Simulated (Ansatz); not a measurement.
Basis sets compared for Sb₅⁺. The state is a singlet with charge 1. Geometry PBE0-D4/def2-SVP. Ansatz on 4 threads of AMD EPYC 7R43 on a shared host; times are rough, and most runs start from earlier orbitals.

| atom | x (Å) | y (Å) | z (Å) |
| --- | --- | --- | --- |
| Sb1 | 0.025 | -2.033 | -0.113 |
| Sb2 | -0.799 | 1.856 | -0.255 |
| Sb3 | -1.217 | -0.199 | 1.619 |
| Sb4 | 0.444 | 0.021 | -1.987 |
| Sb5 | 1.548 | 0.355 | 0.735 |

In the def2 sets Sb takes a core potential; there is no spin–orbit coupling. The structure comes from a short search, and lower isomers may exist.

| level | functions | energy (Eh) | HOMO (eV) | LUMO (eV) | wall time |
| --- | --- | --- | --- | --- | --- |
| PBE-D4/def2-SVP | 130 | -1201.2060 | -9.66 | -7.70 | 3.3 s |
| PBE0-D4/def2-SVP | 130 | -1201.2424 | -10.52 | -7.18 | 6 s |

(1) Estimate the rows for PBE-D4/def2-TZVP (with forces), PBE0-D4/def2-TZVP.

## Answers

(1) 
```tsv
level	functions	energy (Eh)	HOMO (eV)	LUMO (eV)	wall time
PBE-D4/def2-TZVP (with forces)	250	-1201.2465	-9.59	-7.64	6.5 s
PBE0-D4/def2-TZVP	250	-1201.2818	-10.42	-7.10	20 s
```
